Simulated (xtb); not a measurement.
Input file for xtb: GFN1-xTB on H4Se2Si (SMILES [SiH3][Se][SeH]), a point of a torsion scan.

```
$ xtb mol.xyz --gfn 1 --sp --chrg 0 --uhf 0
7

Si    -1.04573682    -0.09087543     0.06850514
Se     0.41532608     1.63404045    -0.36510740
Se     2.38030880     0.47306363     0.10047496
H     -0.72350800    -1.19731360    -0.82952686
H     -2.33873865     0.51465980    -0.21429174
H     -0.88202653    -0.48500768     1.46465023
H      3.08804864     1.65688651     0.54327756
```

Question: Predict the final total energy.

Answer: -10.7513 hartree.
